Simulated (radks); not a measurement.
The numbers below are computed, except where a source is named.
Spherical jellium clusters: N electrons in a uniform positive sphere of charge N and radius rs N^(1/3), rs = 3.12 bohr. Level of theory: non-relativistic Kohn-Sham, PBE, spin-polarised, spherical densities (a radial shooting solver with Libxc functionals). Levels are named by radial order and angular momentum (1s, 1p, 1d, 2s, ...), and open shells are averaged over m.

N = 7, configuration 1s2 1p(up 3, down 2). This is the lowest configuration that the search found. Occupied and some empty levels:

level,occupation,eigenvalue (eV),<r> (bohr)
1s up,1,-5.9057,4.102
1s down,1,-5.6889,4.046
1p up,3,-3.8165,5.142
1p down,2,-3.5477,5.160
1d up,0,-1.4993,6.386
1d down,0,-1.2572,6.522
2s up,0,-1.2036,7.263
2s down,0,-1.0963,7.384

Energy (eV): total -11.0694, kinetic 17.917, external -256.95, Hartree 123.81, exchange-correlation -29.896, background 134.04.
